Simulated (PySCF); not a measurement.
Dipole moment and polarisability of `C=CC[As](C)C`

Compound: C₅H₁₁As.
Structure used (PBE0-D3(BJ)/def2-SVP), in Å, numbered top down from 1:
```
atom  x, y, z in Å
C1     3.0498   -0.3888    0.1665
C2     1.8399   -0.0561    0.6246
C3     0.5802   -0.8040    0.3654
As4   -0.5339    0.0816   -1.0301
C5    -2.1960   -0.8951   -0.6383
C6    -0.9682    1.7037   -0.0072
H7     3.2045   -1.2908   -0.4344
H8     3.9275    0.2280    0.3752
H9     1.7415    0.8611    1.2190
H10    0.7889   -1.8206   -0.0031
H11   -0.0340   -0.8847    1.2774
H12   -2.0850   -1.9445   -0.9484
H13   -3.0215   -0.4537   -1.2159
H14   -2.4470   -0.8598    0.4327
H15   -1.2679    1.4666    1.0253
H16   -1.7936    2.2309   -0.5077
H17   -0.0969    2.3740    0.0114
```

Level: CAM-B3LYP/def2-SVPD (PySCF), static field, nuclei fixed, core orbitals frozen in the response. The polarisability tensor in these axes (au):

```
x   120.47  -2.88   4.14
y    -2.88  90.31   2.96
z     4.14   2.96  80.84
```

Q: Diagonalise the tensor; give its mean and Δα, where Δα² is half the sum of the squared differences of the eigenvalues.

A: Principal values 79.44, 91.07 and 121.11 au; mean 97.21 au = 14.40 Å³ = 16.03 × 10⁻⁴⁰ C²·m²/J; Δα = 37.25 au (38 % of the mean).

Q: What is the dipole moment, and where does it point?

A: (-0.80, -0.04, 0.82) D, 1.15 D in size, pointing from the negative to the positive side. Measured along this direction, the outermost atoms are H7 and H8 at the negative end and H14 at the positive end.

Q: What depolarisation ratio follows for Rayleigh scattering of linearly polarised light, taking the static tensor?

A: ρ = 3Δα²/(45ᾱ² + 4Δα²) = 4161.6/(425214 + 5548.8) = 0.00966.

Q: Sum over states: ᾱ = Σ f/ω², ω in Eh. What share falls to these 10 lowest TDDFT singlets (eV, f)? 5.94, 0.1842; 6.37, 0.0911; 6.60, 0.0162; 6.81, 0.0953; 6.92, 0.2735; 7.08, 0.0995; 7.34, 0.2349; 7.41, 0.0539; 7.50, 0.0334; 7.78, 0.0098.

A: They add up to 17.54 au, 18.0 % of the 97.21 au; the largest single term is 4.23 au, from the state at 6.92 eV. Terms in order: 3.86, 1.66, 0.28, 1.52, 4.23, 1.47, 3.23, 0.73, 0.44, 0.12 au. Higher excitations give the rest. The strengths listed sum to 1.092.

Q: Molar refractivity from α?

A: Lorentz–Lorenz: R = (4π/3)N_A α = 2.5225 cm³/(mol·Å³) × 14.40 Å³ = 36.3 cm³/mol, in the limit of long wavelengths.

One conformer (not necessarily the lowest) at the PBE0-D3(BJ)/def2-SVP geometry, without solvent, vibrations or thermal averaging. The calculation is non-relativistic, for arsenic too.
